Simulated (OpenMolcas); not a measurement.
Ta2+ (d3) among equal point charges was computed by CASSCF with the d shell active (OpenMolcas, ANO-RCC-VDZP on the metal). Its lowest spin-free states, and all those of the highest spin:

```json
{"2S+1": "4", "Degeneracy": "1", "E (cm-1)": "0.0"}
{"2S+1": "2", "Degeneracy": "2", "E (cm-1)": "5486"}
{"2S+1": "2", "Degeneracy": "1", "E (cm-1)": "8523"}
{"2S+1": "2", "Degeneracy": "1", "E (cm-1)": "9996"}
{"2S+1": "2", "Degeneracy": "1", "E (cm-1)": "10374"}
{"2S+1": "2", "Degeneracy": "1", "E (cm-1)": "15342"}
{"2S+1": "4", "Degeneracy": "1", "E (cm-1)": "15403"}
{"2S+1": "2", "Degeneracy": "2", "E (cm-1)": "16540"}
{"2S+1": "4", "Degeneracy": "2", "E (cm-1)": "19457"}
{"2S+1": "2", "Degeneracy": "1", "E (cm-1)": "27396"}
{"2S+1": "2", "Degeneracy": "1", "E (cm-1)": "27455"}
{"2S+1": "2", "Degeneracy": "1", "E (cm-1)": "28846"}
{"2S+1": "4", "Degeneracy": "1", "E (cm-1)": "38392"}
{"2S+1": "4", "Degeneracy": "2", "E (cm-1)": "42785"}
{"2S+1": "4", "Degeneracy": "1", "E (cm-1)": "69684"}
{"2S+1": "4", "Degeneracy": "2", "E (cm-1)": "70571"}
```

Is the site octahedral, tetrahedral or cube-like, axial, or of lower symmetry?

The states with 2S+1 = 4 have orbital degeneracies 1, 1, 2, 1, 2, 1, 2. There are pairs but no triples, so the site is axial: not cubic, but with a proper or improper axis of order three or more. The run had Ta2+ among 4 point charges of -2.5 e arranged as a square (D4h), 2.16 Å from the ion. The active orbitals were held to one l.

Without dynamic correlation the repulsion within the d shell is too large (B by tens of per cent), so at a given field states of lower spin stand too high. Point charges carry no covalency, so the field is a model and not that of real ligands. No measured value stands beside these numbers.
